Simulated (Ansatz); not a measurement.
Isolated molecules relaxed with PBE0-D4/def2-TZVP in Ansatz; ΔE leaves out vibrations. CCSD(T)/CBS is the MP2 limit (def2-TZVPP, def2-QZVPP) plus CCSD(T) − MP2 in def2-TZVPP, frozen cores. DFT in def2-TZVPP. B3LYP here is the variant with VWN-RPA as its local correlation; programs differ in this. def2 core potentials past Kr. For Sn outer-core shells are correlated without core-valence functions, which leaves a few kJ/mol of doubt a bond. One conformer a species, not always the lowest.

`OC[O][SnH3]` + `CCCC=O` → `C[CH2][SnH3]` + `O=CCOCO`  (formal exchange of groups at the Sn–O bond)

```tsv
level	ΔE (kcal/mol)
r2SCAN-D4	18.6
B3LYP	18.2
```

(1) What does CCSD(T)/CBS give? (An estimate is asked.)

Largest T1 diagnostic among the species: 0.014.

Answers

(1) The calculation gave: +19.0 kcal/mol. The listed levels differ from it by -0.4, -0.8 kcal/mol.

In def2-TZVPP, CCSD(T) changes the Hartree–Fock value by −1.9 kcal/mol (the triples alone add −0.2 kcal/mol) and MP2 by −0.9 kcal/mol.
